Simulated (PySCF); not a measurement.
Estimate the missing entries of this data sheet.

Species: H9NSi3.
SMILES: `[SiH3]N([SiH3])[SiH3]`

| property | level | value |
| --- | --- | --- |
| rotational constants A, B, C | PBE0-D3(BJ)/def2-TZVP | 3.120, 3.085, 1.640 GHz |
| dipole moment | PBE0/pcSseg-2 | ? |
| HOMO energy | PBE0/pcSseg-2 | ? |
| LUMO energy | PBE0/pcSseg-2 | ? |
| 1H chemical shifts (computed TMS as zero) by class | GIAO PBE0/pcSseg-2 | ? |
| isotropic shieldings of nuclei other than C and H, by class | GIAO PBE0/pcSseg-2 | ? |
| core binding energies | ΔSCF SCAN, pcX-3 on the ionised atom, pcseg-2 elsewhere, spin-free X2C, 2p3/2 from a spin–orbit splitting computed afterwards within the 2p shell | ? |

The electronic properties come from PySCF, for the isolated species, density fitting. Geometry: PBE0-D3(BJ)/def2-TZVP; no solvent, vibrations or thermal averaging.

(1) What is the dipole moment?

(2) The isotropic shieldings of nuclei other than C and H, by class?

(3) Give the core binding energies.

(4) Give the 1H chemical shifts (computed TMS as zero) by class.

(5) Give the HOMO energy.

(6) What is the LUMO energy?

Results:

(1) 0.13 D.

(2) 265 (1 N), 383 (3 Si) ppm.

(3) Si2p3/2 107.0 (×3), N1s 403.9, Si1s 1846.9 (×3) eV.

(4) 5.01 (9 H) ppm.

(5) -7.75 eV.

(6) -0.45 eV.

The dipole equals about 0.4 × 10⁻³⁰ C·m (1 D = 3.33564 × 10⁻³⁰ C·m). The rotational constants are those of a nearly oblate symmetric top. With B = h/(8π²I), that is 505.379 GHz u Å² over I, the principal moments of inertia are 162.0, 163.8 and 308.2 u Å² (most abundant isotopes); the inertial defect Ic − Ia − Ib is -17.6 u Å² (zero for a rigid planar frame, negative otherwise).
